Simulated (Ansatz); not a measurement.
Geometry optimisation, DFT PBE, scalar-relativistic, plane waves, PAW in Ansatz.

Input:

```yaml
crystal:
  lattice:
    - [8.1, 0.0, 0.0]
    - [0.0, 8.1, 0.0]
    - [0.0, 0.0, 8.1]
  atoms:
    - { symbol: Al, position: [0.5, 0.0, 0.0] }
    - { symbol: Al, position: [0.75, 0.25, 0.0] }
    - { symbol: Al, position: [0.75, 0.0, 0.25] }
    - { symbol: Al, position: [0.0, 0.0, 0.0] }
    - { symbol: Al, position: [0.25, 0.25, 0.0] }
    - { symbol: Al, position: [0.5, 0.5, 0.0] }
    - { symbol: Al, position: [0.75, 0.75, 0.0] }
    - { symbol: Al, position: [0.25, 0.0, 0.25] }
    - { symbol: Al, position: [0.5, 0.25, 0.25] }
    - { symbol: Al, position: [0.75, 0.5, 0.25] }
    - { symbol: Al, position: [0.5, 0.0, 0.5] }
    - { symbol: Al, position: [0.75, 0.25, 0.5] }
    - { symbol: Al, position: [0.75, 0.0, 0.75] }
    - { symbol: Al, position: [0.0, 0.5, 0.0] }
    - { symbol: Al, position: [0.25, 0.75, 0.0] }
    - { symbol: Al, position: [0.0, 0.25, 0.25] }
    - { symbol: Al, position: [0.25, 0.5, 0.25] }
    - { symbol: Al, position: [0.5, 0.75, 0.25] }
    - { symbol: Al, position: [0.0, 0.0, 0.5] }
    - { symbol: Al, position: [0.25, 0.25, 0.5] }
    - { symbol: Al, position: [0.5, 0.5, 0.5] }
    - { symbol: Al, position: [0.75, 0.75, 0.5] }
    - { symbol: Al, position: [0.25, 0.0, 0.75] }
    - { symbol: Al, position: [0.5, 0.25, 0.75] }
    - { symbol: Al, position: [0.75, 0.5, 0.75] }
    - { symbol: Al, position: [0.0, 0.75, 0.25] }
    - { symbol: Al, position: [0.0, 0.5, 0.5] }
    - { symbol: Al, position: [0.25, 0.75, 0.5] }
    - { symbol: Al, position: [0.0, 0.25, 0.75] }
    - { symbol: Al, position: [0.25, 0.5, 0.75] }
    - { symbol: Al, position: [0.5, 0.75, 0.75] }
    - { symbol: Al, position: [0.0, 0.75, 0.75] }
    - { symbol: C, position: [0.37750875, 0.87422088, 0.11470585] }
basis:
  ecutwfc: 420.0
kpoints:
  mp_grid: { grid: [3, 3, 3] }
hamiltonian:
  xc: pbe
scf:
  occupations: { method: gaussian, width: 0.1 }
  lower_state_search: "off"
relax:
  f_tol: 0.03
  max_steps: 60
  adjacent_minimum: "off"
output:
  write_density: true
  write_potential: true
  elf: true
  volumetric_format: npy
```

Run as:

```bash
$ ansatz run input.yaml --threads 4 --pin off --max-ram 10240MiB --backend cpu --events-out ev --progress --plain --runs-dir out
```

Task: Where does it end, and by what steps?

Result: The run converged. Limits of this set-up: coarse k mesh, a small cell, in which the defect meets its images. After 4 steps the energy has fallen by 1.483 eV; Al1 moved furthest, 0.18 Å.

```json
{"step": "0", "energy less start (eV)": "0.0000", "largest force component (eV/Å)": "3.414", "accepted": "yes"}
{"step": "1", "energy less start (eV)": "-0.9890", "largest force component (eV/Å)": "1.754", "accepted": "yes"}
{"step": "2", "energy less start (eV)": "-1.4600", "largest force component (eV/Å)": "0.402", "accepted": "yes"}
{"step": "3", "energy less start (eV)": "-1.4793", "largest force component (eV/Å)": "0.043", "accepted": "yes"}
{"step": "4", "energy less start (eV)": "-1.4835", "largest force component (eV/Å)": "0.003", "accepted": "yes"}
```

```xyz
33
Lattice="8.1000 0.0000 0.0000 0.0000 8.1000 0.0000 0.0000 0.0000 8.1000" Properties=species:S:1:pos:R:3
Al 4.156 0.105 -0.108
Al 6.093 2.043 0.001
Al 6.098 0.029 2.052
Al -0.021 0.029 -0.032
Al 1.996 2.047 -0.032
Al 4.080 4.028 -0.032
Al 6.097 6.046 -0.032
Al 1.921 0.105 2.128
Al 4.080 2.047 2.052
Al 6.093 4.032 2.018
Al 4.080 0.029 4.070
Al 6.090 2.039 4.061
Al 6.093 -0.004 6.055
Al -0.017 4.032 0.001
Al 1.920 5.970 -0.108
Al -0.017 2.042 2.018
Al 1.996 4.028 2.052
Al 4.155 5.970 2.128
Al -0.017 -0.004 4.065
Al 2.030 2.042 4.065
Al 4.047 4.032 4.065
Al 6.093 6.079 4.065
Al 1.996 0.029 6.050
Al 4.047 2.043 6.055
Al 6.090 4.036 6.058
Al -0.022 6.046 2.052
Al -0.013 4.036 4.061
Al 1.996 6.046 4.070
Al -0.013 2.039 6.058
Al 2.030 4.032 6.055
Al 4.080 6.046 6.050
Al -0.017 6.079 6.055
C 3.038 7.087 1.010
```

The run took 46 s on 4 threads of Intel(R) Xeon(R) Platinum 8488C (Sapphire Rapids) (shared host), peak memory 1.5 GiB.
